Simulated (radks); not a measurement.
The numbers below are computed, except where a source is named.
The silver ion Ag40+, 7 electrons, occupied as [He] 2s2 2p3.

Code: a radial shooting solver on a logarithmic mesh with Libxc functionals. Model: Dirac Kohn-Sham, PBE, spin-unpolarised, spherical densities, point nucleus; open shells fill j = l - 1/2 first.

Energy parts (hartree):
total: -3493.12822
kinetic: 3716.82992
electron-nucleus: -7415.19430
Hartree: 264.00747
exchange-correlation: -58.77132

Orbitals (lengths in bohr, moments of r in powers of bohr):
| orbital | occ. | eigenvalue (hartree) | <r^4> | <r^2> | <1/r> | <r> |
|---|---|---|---|---|---|---|
| 1s1/2 | 2 | -1044.908 | 4.383e-06 | 0.001301 | 49.53 | 0.03103 |
| 2s1/2 | 2 | -236.5187 | 0.0006439 | 0.01958 | 11.92 | 0.1290 |
| 2p1/2 | 2 | -230.0615 | 0.0003995 | 0.01434 | 11.86 | 0.1085 |
| 2p3/2 | 1 | -222.8849 | 0.0004551 | 0.01545 | 11.15 | 0.1131 |

The highest occupied level is 2p3/2 at -6065.0 eV. Summed over all electrons, <r^2> = 0.08588 bohr^2, which gives a Langevin (diamagnetic) susceptibility term of -0.068 x 10^-6 cm^3/mol. The density falls to 0.001 e/bohr^3 at r = 0.47 bohr. For comparison, the ionisation energy in NIST's Atomic Spectra Database is 6170 eV (semi-empirical). In exact Kohn-Sham theory the highest level is minus the ionisation energy, but local and semilocal functionals leave it too shallow, through self-interaction and a potential that decays too fast; potentials with the right tail come closer.

Beside tabulated values, note that spin-unpolarised runs miss the spin-polarisation part of the exchange energy of open shells.
